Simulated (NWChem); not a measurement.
System: C4H5FO; SMILES COC(=C=C)F

The following NWChem deck was run.

```
start job
memory heap 200 mb stack 700 mb global 900 mb
geometry units angstroms noautoz
  C      0.666990    -2.235410     0.000000
  C      0.071219    -1.069184     0.000000
  C     -0.540751     0.096215     0.000000
  F     -1.859179     0.201804     0.000000
  O      0.000266     1.314387     0.000000
  C      1.405098     1.378975     0.000000
  H      0.928620    -2.754097     0.932406
  H      0.928620    -2.754097    -0.932406
  H      1.671463     2.442748     0.000000
  H      1.825672     0.891046     0.895582
  H      1.825672     0.891046    -0.895582
end
basis spherical
  C library def2-svp
  F library def2-svp
  O library def2-svp
  H library def2-svp
end
dft
  xc slater vwn_5
  iterations 150
  mulliken
end
task dft energy
```

NWChem printed, in part:

```
             Northwest Computational Chemistry Package (NWChem) 7.3.0
             --------------------------------------------------------

 CS  symmetry detected

                             Geometry "geometry" -> ""
                             -------------------------

 Output coordinates in angstroms (scale by  1.889725989 to convert to a.u.)

  No.       Tag          Charge          X              Y              Z
 ---- ---------------- ---------- -------------- -------------- --------------
    1 C                    6.0000     0.61411164    -2.25163878     0.00000000
    2 C                    6.0000     0.04523826    -1.07205867     0.00000000
    3 C                    6.0000    -0.53984883     0.10706609     0.00000000
    4 F                    9.0000    -1.85550909     0.24285822     0.00000000
    5 O                    8.0000     0.02895800     1.31251257     0.00000000
    6 C                    6.0000     1.43490162     1.34487149     0.00000000
    7 H                    1.0000     0.86377963    -2.77618846     0.93240600
    8 H                    1.0000     0.86377963    -2.77618846    -0.93240600
    9 H                    1.0000     1.72558836     2.40225720     0.00000000
   10 H                    1.0000     1.84417707     0.84742723     0.89558200
   11 H                    1.0000     1.84417707     0.84742723    -0.89558200

 Effective nuclear repulsion energy (a.u.)     224.9531352404

      Symmetry information
      --------------------

 Group name             Cs
 Group number              2
 Group order               2
 No. of unique centers     9

                                 NWChem DFT Module
                                 -----------------

 Summary of "ao basis" -> "ao basis" (spherical)
 ------------------------------------------------------------------------------
       Tag                 Description            Shells   Functions and Types
 ---------------- ------------------------------  ------  ---------------------
 C                          def2-svp                 6       14   3s2p1d
 F                          def2-svp                 6       14   3s2p1d
 O                          def2-svp                 6       14   3s2p1d
 H                          def2-svp                 3        5   2s1p

      Symmetry analysis of basis
      --------------------------

        a'         74
        a"         35

            General Information
            -------------------
          SCF calculation type: DFT
          Wavefunction type:  closed shell.
          No. of atoms     :    11
          No. of electrons :    46
           Alpha electrons :    23
            Beta electrons :    23
          Charge           :     0
          Spin multiplicity:     1
          Use of symmetry is: on ; symmetry adaption is: on
          Maximum number of iterations: 150
          AO basis - number of functions:   109
                     number of shells:    51
          Convergence on energy requested:  1.00D-06
          Convergence on density requested:  1.00D-05
          Convergence on gradient requested:  5.00D-04

              XC Information
              --------------
                        Slater Exchange Functional  1.000 local
                      VWN V Correlation Functional  1.000 local

             Grid Information
             ----------------
          Grid used for XC integration:  medium
          Radial quadrature: Mura-Knowles
          Angular quadrature: Lebedev.
          Tag              B.-S. Rad. Rad. Pts. Rad. Cut. Ang. Pts.
          ---              ---------- --------- --------- ---------
          C                   0.70       49          12.0       434
          F                   0.50       49          11.0       434
          O                   0.60       49          11.0       434
          H                   0.35       45          13.0       434
          Grid pruning is: on
          Number of quadrature shells:   429
          Spatial weights used:  Erf1

      Superposition of Atomic Density Guess
      -------------------------------------

 Sum of atomic energies:        -326.97930240

      Non-variational initial energy
      ------------------------------

 Total energy =    -330.117138
 1-e energy   =    -892.798678
 2-e energy   =     337.728405
 HOMO         =      -0.228733
 LUMO         =      -0.017252

      Symmetry analysis of molecular orbitals - initial
      -------------------------------------------------

  Numbering of irreducible representations:

     1 a'          2 a"

  Orbital symmetries:

     1 a'          2 a'          3 a'          4 a'          5 a'
     6 a'          7 a'          8 a'          9 a'         10 a'
    11 a'         12 a'         13 a'         14 a"         15 a'
    16 a"         17 a'         18 a"         19 a'         20 a'
    21 a"         22 a'         23 a"         24 a'         25 a"
    26 a'         27 a'         28 a'         29 a'         30 a"
    31 a"         32 a'         33 a'

     ---------------------------------------------
      Total Density - Mulliken Population Analysis
     ---------------------------------------------

    Atom       Charge   Shell Charges
 -----------   ------   -------------------------------------------------------
    1 C    6     6.21   1.99  0.95  0.31  1.93  0.99  0.03
    2 C    6     6.33   1.99  0.99  0.34  2.06  0.92  0.03
    3 C    6     5.15   1.99  0.85  0.19  1.53  0.48  0.11
    4 F    9     9.36   1.99  1.14  0.76  3.43  2.03  0.01
    5 O    8     8.51   1.99  1.09  0.66  2.94  1.83  0.01
    6 C    6     5.88   1.99  0.92  0.22  1.85  0.86  0.05
    7 H    1     0.89   0.66  0.20  0.02
    8 H    1     0.89   0.66  0.20  0.02
    9 H    1     0.92   0.69  0.21  0.02
   10 H    1     0.93   0.69  0.22  0.02
   11 H    1     0.93   0.69  0.22  0.02

[...]
```

Level: LDA (Slater exchange, VWN5)/def2-SVP. Structure relaxed at the PBE0/def2-SVP level.
